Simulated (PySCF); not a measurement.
# 13C shifts, computed and measured

Computed: GIAO PBE0/pcSseg-2, gas phase, PySCF SCF with an in-house response code, geometries PBE0-D3(BJ)/def2-SVP, one conformer, no vibrational averaging, against isolated TMS at the same level. Measured: against TMS, in the medium listed. The two scales can differ by a constant.

| compound (atom-mapped SMILES) | atom | computed / ppm | measured / ppm | medium |
| --- | --- | --- | --- | --- |
| [CH3:1][CH2:2][O:3][S:4](=[O:5])(=[O:6])[c:7]1[cH:8][cH:9][c:10]([CH3:11])[cH:12][cH:13]1 | C2 | 65.6 | 66.9 | not stated per compound (mostly CDCl3 or CCl4) |
| [S:1]=[P:2]([c:3]1[cH:4][cH:5][cH:6][cH:7][cH:8]1)([c:9]1[cH:10][cH:11][cH:12][cH:13][cH:14]1)[c:15]1[cH:16][cH:17][cH:18][cH:19][cH:20]1 | C3/9/15 | 146.2 | 133.1 | solution |
| [CH3:1][C:2]([CH3:3])([CH3:4])[O:5][C:6](=[O:7])[c:8]1[cH:9][cH:10][cH:11][cH:12][cH:13]1 | C2 | 82.2 | 80.7 | not stated per compound (mostly CDCl3 or CCl4) |
| [O:1]=[C:2]([c:3]1[cH:4][cH:5][cH:6][cH:7][cH:8]1)[CH:9]1[CH2:10][CH2:11][CH2:12][CH2:13]1 | C9 | 47.3 | 46.4 | not stated per compound (mostly CDCl3 or CCl4) |

(1) Give computed and measured shifts for these two.

| compound (atom-mapped SMILES) | atom |
| --- | --- |
| [O:1]=[P:2]([c:3]1[cH:4][cH:5][cH:6][cH:7][cH:8]1)([c:9]1[cH:10][cH:11][cH:12][cH:13][cH:14]1)[c:15]1[cH:16][cH:17][cH:18][cH:19][cH:20]1 | C3/9/15 |
| [cH:1]1[cH:2][cH:3][c:4]2[cH:5][c:6]3[cH:7][cH:8][cH:9][cH:10][c:11]3[cH:12][c:13]2[cH:14]1 | C4/6/11/13 |

(2) How well does this level do over the whole set?

Results:

(1) 
| compound (atom-mapped SMILES) | atom | computed / ppm | measured / ppm | medium |
| --- | --- | --- | --- | --- |
| [O:1]=[P:2]([c:3]1[cH:4][cH:5][cH:6][cH:7][cH:8]1)([c:9]1[cH:10][cH:11][cH:12][cH:13][cH:14]1)[c:15]1[cH:16][cH:17][cH:18][cH:19][cH:20]1 | C3/9/15 | 146.5 | 135.6 | solution |
| [cH:1]1[cH:2][cH:3][c:4]2[cH:5][c:6]3[cH:7][cH:8][cH:9][cH:10][c:11]3[cH:12][c:13]2[cH:14]1 | C4/6/11/13 | 141.0 | 131.7 | CDCl3 |

(2) Computed less measured averages 5.7 ppm, and the scatter about that mean is 5.5 ppm (rms) over 6 compounds.

Measured values: E. Pretsch, P. Bühlmann, M. Badertscher, Structure Determination of Organic Compounds, 4th ed., Springer 2009; Pretsch, Buehlmann, Badertscher, Structure Determination of Organic Compounds, 4th ed.; Stadelmann, Balmer, Riniker, Ebert, PCCP 2022.
